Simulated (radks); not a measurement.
Spherical quantum dot in the effective-mass picture: electrons in a parabolic well V = omega^2 r^2 / 2 with omega = 0.281, with a point charge +1 (a donor) at the centre, all in effective atomic units (hartree* = m*/eps^2 hartree, bohr* = eps/m* bohr), one dielectric constant everywhere. Method: non-relativistic Kohn-Sham, PBE, spin-polarised, spherical densities; computed with a radial shooting solver with Libxc functionals. Levels are named by radial order and angular momentum (1s, 1p, 1d, 2s, ...), and open shells are averaged over m.

N = 10, configuration 1s2 1p6 2s2. This is the lowest configuration that the search found. Occupied and some empty levels:

| level | occupation | eigenvalue (hartree*) | <r> (bohr*) |
|---|---|---|---|
| 1s | 2 | 2.4868 | 2.488 |
| 1p | 6 | 2.6681 | 3.875 |
| 2s | 2 | 2.7611 | 3.448 |
| 1d | 0 | 2.8204 | 4.371 |
| 1f | 0 | 2.9924 | 4.761 |
| 2p | 0 | 3.0617 | 4.165 |
| 1g | 0 | 3.1814 | 5.107 |

Energy (hartree*): total 14.4624, kinetic 2.4626, external 1.6075, Hartree 12.739, exchange-correlation -2.3463.

Electron density:

| r (bohr*) | n(r) (e/bohr*^3) |
|---|---|
| 0.152 | 0.4036 |
| 0.534 | 0.1928 |
| 0.916 | 0.09813 |
| 1.30 | 0.05426 |
| 1.68 | 0.03374 |
| 2.06 | 0.02455 |
| 2.44 | 0.02079 |
| 2.83 | 0.01929 |
| 3.21 | 0.01823 |
| 3.59 | 0.01667 |
| 3.97 | 0.01430 |
| 4.36 | 0.01129 |
| 4.74 | 0.008108 |
| 5.12 | 0.005250 |
| 5.50 | 0.003059 |
| 5.88 | 0.001615 |
| 6.26 | 0.0007768 |
| 6.65 | 0.0003398 |
| 7.03 | 0.0001348 |
| 7.41 | 0.00004839 |
